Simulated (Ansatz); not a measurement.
A nudged elastic band was laid between two geometries of ClGeH3O + H3P (10 atoms, charge 0, multiplicity 1).

Theory: RKS PBE0-D4/def2-SVP (Ansatz).

```json
{
  "movable images": "7",
  "climbing image": "yes",
  "spring": "5.0 eV/Å²",
  "optimiser": "quadratic models (default)",
  "start path": "through a guess of the saddle point",
  "force threshold": "0.05 eV/Å",
  "iteration limit": "60",
  "end points": "relaxed"
}
```

Initial state:

```xyz
10
Properties=species:S:1:pos:R:3
Ge -0.146 -0.398 -0.071
Cl -0.730 -0.380 2.014
H 1.377 -0.326 -0.168
O -0.740 1.074 -0.852
H -1.696 1.181 -0.799
H -0.795 -1.650 -0.681
P 1.564 3.167 1.409
H 2.580 2.307 0.887
H 0.646 2.850 0.363
H 1.040 2.156 2.270
```

Final state:

```xyz
10
Properties=species:S:1:pos:R:3
Ge 0.068 0.397 -0.176
Cl 0.587 -0.484 3.445
H 1.096 -0.737 -0.128
O -0.091 0.770 -1.913
H -0.797 1.399 -2.097
H -1.298 0.000 0.417
P 0.882 2.200 1.060
H 1.868 2.587 0.106
H -0.100 3.135 0.616
H 0.887 0.713 3.041
```

**Question.** What changes between the two ends?

**Answer.** Bonds broken: Ge1–Cl2, P7–H10. Bonds formed: Ge1–P7, Cl2–H10. ClGeH3O + H3P becomes ClH + GeH5OP.

**Question.** What energy profile does the band end with?

**Answer.** The forces met the threshold. The highest image is number 3 of 0 to 8, 2.14 eV above the first end and 1.62 eV above the last; the last end lies 0.52 eV above the first. Neighbouring images differ by up to 1.7 eV, so the band resolves the path poorly. A vibrational analysis at the climbing image gives one clearly imaginary mode, 537i cm⁻¹: a first-order saddle point. The orbitals stay closed-shell, which can raise the energy where a bond breaks towards radicals; this wasn't checked here.

```csv
image,path coordinate (Å),energy (eV),Ge1–Cl2 (Å),P7–H10 (Å),Ge1–P7 (Å)
0,0.00,0.00,2.17,1.43,4.22
1,1.75,0.03,2.17,1.43,4.52
2,3.49,0.39,2.20,1.43,3.93
3,5.24,2.14,2.58,1.57,2.77
4,5.63,1.66,2.74,1.78,2.55
5,6.02,1.01,2.97,1.96,2.39
6,6.41,0.68,3.23,2.16,2.34
7,6.80,0.55,3.48,2.36,2.33
8,7.19,0.52,3.76,2.48,2.33
```

**Question.** What is the geometry of the highest image?

**Answer.** 
```xyz
10
Properties=species:S:1:pos:R:3
Ge 0.114 0.152 0.170
Cl 0.467 -0.508 2.645
H 1.277 -0.787 -0.111
O 0.078 0.994 -1.416
H -0.720 1.514 -1.562
H -1.362 -0.116 0.468
P 0.993 2.504 1.328
H 1.716 2.327 0.119
H -0.269 2.811 0.751
H 0.806 1.089 1.981
```

Time of the run: 6.7 min on 4 threads of Arm Neoverse V1, with other jobs on the host, peak memory 0.32 GiB.
